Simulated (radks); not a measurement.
Excited configurations of Cu24+: one electron is placed in a higher orbital outside [He] 2s2. The ground configuration is [He] 2s2 2p1. All-electron calculation, scalar-relativistic Kohn-Sham, SCAN, spin-polarised, spherical densities, finite nucleus; open shells are filled with parallel spins first; meta-GGA in the generalised Kohn-Sham scheme; Fermi nuclear charge, rms radius 3.8823 fm. Program: a radial shooting solver on a logarithmic mesh with Libxc functionals. Excitation = E - E(ground); binding = E(ion) - E, where the ion is the core of charge +25; n* = 25/sqrt(2 binding) in atomic units. These energies are relativistic, and a one-electron ion of charge +25 with no core already has n* below n in this formula (scalar-relativistic equation, point nucleus: 3p 2.993, 3d 2.998, 5p 4.991, 5f 4.998, 7d 6.995). The quantum defect is therefore taken as that value minus n*, so that it holds no relativistic shift of the bare ion.

outer orbital  excitation (eV)  binding (eV)     n*  quantum defect  eigenvalue (eV)  <r> (bohr)
3p                      1307.2        984.24  2.939           0.054          -967.28      0.4790
3d                      1334.0        957.41  2.980           0.017          -935.31      0.4096
5p                      1942.5        348.89  4.937           0.054          -343.29       1.423
5f                      1951.7        339.73  5.003          -0.005          -333.04       1.257
7d                      2115.9        175.47  6.961           0.034          -172.27       2.793

The Delta-SCF ionisation energy is 2291.4 eV (NIST Atomic Spectra Database: 2307 eV, semi-empirical). Self-interaction in the functional shifts the binding energies and quantum defects, so they are the method's values and not measured ones. Open shells are spherical and high-spin; term and fine-structure splittings are not resolved.
